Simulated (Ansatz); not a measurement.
The same path of CH₆BFO (10 atoms, charge 0, multiplicity 1) was run twice with different band settings. Lost on the way: B1–H2, O8–H10. Made: H2–H10.

Method: RKS PBE0/def2-SVPD in Ansatz 0.2.0.

Relaxed end points:

```xyz
10
Properties=species:S:1:pos:R:3
B 0.300 -0.090 0.345
H 0.567 -0.759 1.328
C 1.333 0.006 -0.852
H 1.358 -0.960 -1.379
H 1.048 0.765 -1.600
H 2.357 0.218 -0.513
F -1.041 -0.143 -0.024
O 0.340 1.504 1.073
H -0.236 1.478 1.847
H -0.072 2.111 0.443
```

```xyz
10
Properties=species:S:1:pos:R:3
B 0.130 1.009 -0.167
H 0.018 -1.431 2.085
C 1.350 0.359 -0.905
H 1.338 -0.731 -0.754
H 1.254 0.518 -1.991
H 2.330 0.741 -0.589
F -1.106 0.578 -0.457
O 0.184 1.995 0.757
H 1.072 2.295 0.959
H -0.615 -1.203 1.730
```

Common settings: movable images 9; climbing image yes; spring 5.0 eV/Å²; optimiser quadratic models (default); start path through a guess of the saddle point; iteration limit 60; end points relaxed.

| run | force threshold |
| --- | --- |
| 1 | 0.05 eV/Å |
| 2 | 0.5 eV/Å |

Problem. What does each run give, and how far can it be trusted?

Solution. Run 1: converged after 24 iterations, highest image 0.954 eV above the first end. Neighbouring images differ by up to 1.5 eV, so the band resolves the path poorly. A vibrational analysis at the climbing image gives one clearly imaginary mode, 1361i cm⁻¹: a first-order saddle point.
Run 2: converged after 21 iterations, highest image 0.955 eV above the first end. The threshold of 0.5 eV/Å is loose, so the images may lie well off the minimum-energy path. The profile has 2 maxima (images 1, 6) with wells between them (image 3): this band takes more than one step, which may be the mechanism or a detour left from its start path. Neighbouring images differ by up to 1.5 eV, so the band resolves the path poorly. Another band between the same ends (9 images) ends at a top of the same energy, where a vibrational analysis finds 1 clearly imaginary mode.
The orbitals stay closed-shell, which can raise the energy where a bond breaks towards radicals; this wasn't checked here.
